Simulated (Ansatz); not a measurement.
PBE exchange is replaced step by step with exact exchange (0 % is PBE, 25 % PBE0; no dispersion term), basis def2-SVP, Ansatz. System: As6⁺. The state is a doublet with charge 1. Geometry: PBE-D4/def2-SVP.

Geometry of the doublet:

Cartesian coordinates in Å:
```
As -1.920 -1.416 0.271
As 1.724 0.369 -0.668
As -0.783 -0.313 -1.549
As 0.791 0.923 1.563
As -0.222 1.899 -0.515
As 0.410 -1.461 0.898
```

The structure comes from a short search, and lower isomers may exist.

HOMO and LUMO are taken over both spins.

| exact exchange (%) | HOMO (eV) | LUMO (eV) | gap (eV) | ⟨S²⟩ |
| --- | --- | --- | --- | --- |
| 0 | -9.82 | -8.88 | 0.94 | 0.755 |
| 10 | -10.24 | -8.58 | 1.66 | 0.757 |
| 15 | -10.45 | -8.42 | 2.03 | 0.758 |
| 25 | -10.87 | -8.11 | 2.76 | 0.761 |
| 40 | -11.51 | -7.64 | 3.87 | 0.765 |
